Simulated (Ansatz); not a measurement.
Molecule: HgH, charge 0, multiplicity 2. The spin state was set by rule; other spins were not relaxed. 
Structure (B3LYP-D3(BJ)/def2-TZVP (Ansatz, a quantum-chemistry and plane-wave program) minimum search):
```
Hg
H 1 1.7968
```
Charge 0, spin multiplicity 2.

Basis-set convergence of Hartree-Fock and CCSD(T) correlation energies (hartree) with Ansatz. Valence correlation only, unless marked. Open shells are spin-unrestricted. No spin-orbit coupling. Frozen are the shells of the preceding noble gas and the d and f shells that filled before the atom's block. Past Kr the def2 sets carry scalar-relativistic core potentials.

```tsv
basis	functions	E(HF)	E(corr, CCSD(T))
def2-SVP	37	-153.04914	-0.29277
def2-TZVPP	73	-153.06067	-0.42147
def2-QZVPP	118	-153.06136	-0.44466
```

Extrapolating the two largest sets (X = 3 and 4) as X^-3: E(corr) = (64·(-0.44466) - 27·(-0.42147))/37 = -0.4616 Eh, an estimate of the basis-set limit. The largest set recovers 96.3 % of it, the smallest 63.4 %.
